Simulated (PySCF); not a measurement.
# Spinor energies of Zr⁺ (zirconium, charge +1)

Start: [Kr] 4d1 5s2; 4d5/2 filled at m_j = +5/2. Calculated with PySCF 2.14 in x2c-TZVPall-2c with one added diffuse shell each of s, p, d type (9s10p8d1f, 86 functions): generalised Hartree-Fock with the X2C-1e Hamiltonian and a Gaussian nucleus; one run each with spin-orbit coupling (SO) switched off, then screened by Boettger's factors. This is a chosen level, not necessarily the ground level.

```tsv
spinor shell	electrons	ε, spin-free (eV)	ε, screened SO (eV)	weight of nominal j (screened SO)	rms radius, screened SO (bohr)
1s1/2	2	-18107.6	-18106.8	1.000	0.0426
2s1/2	2	-2589.4	-2589.2	1.000	0.176
2p1/2	2	-2304.0	-2363.2	1.000	0.154
2p3/2	4	-2304.0	-2276.1	1.000	0.158
3s1/2	2	-463.82	-463.79	1.000	0.488
3p1/2	2	-368.09	-377.94	1.000	0.489
3p3/2	4	-368.09	-363.46	1.000	0.499
3d3/2	4	-210.86	-212.33	0.999	0.493
4s1/2	2	-77.659	-77.668	1.000	1.29
4p3/2	4	-49.818	-49.327	0.956	1.47
4p1/2	2	-49.818	-50.921	0.911	1.43
4d5/2	1	-16.714	-16.650	1.000	2.17
5s1/2	2	-12.621	-12.625	0.899	3.56
```

Problem. Where does 3d5/2 lie, and what is the 3d spin-orbit splitting (screened SO)?

Solution. At -209.87 eV, 2.461 eV above 3d3/2.

| quantity | spin-free | screened SO |
| --- | --- | --- |
| E (hartree) | -3595.73072 | -3596.07553 |
| M_J | 5/2 | 5/2 |
| ⟨J²⟩ | 9.986 | 9.983 |
| ⟨L²⟩ | 7.209 | 7.224 |
| ⟨S²⟩ | 0.778 | 0.788 |

The determinant has a definite M_J but mixes levels of different J.

Each row is a mean over spinors that exchange with the open shell spreads, by up to 3.344 eV (4p3/2).

Rows whose weight is well below 1 are mixtures of j = l ± 1/2: exchange outweighs spin-orbit coupling there, and the label is only the starting occupation.

Breit and QED terms are absent; they matter most for the inner s and p1/2 levels.

Densities and radii are taken from the X2C orbitals without a picture-change correction, which distorts them close to the nucleus.

Without spin-orbit coupling the j labels of p, d and f shells carry no meaning; the spin-free column gives the mean over the occupied spinors of each nl shell, and its ⟨J²⟩ belongs to a mixture of degenerate components.
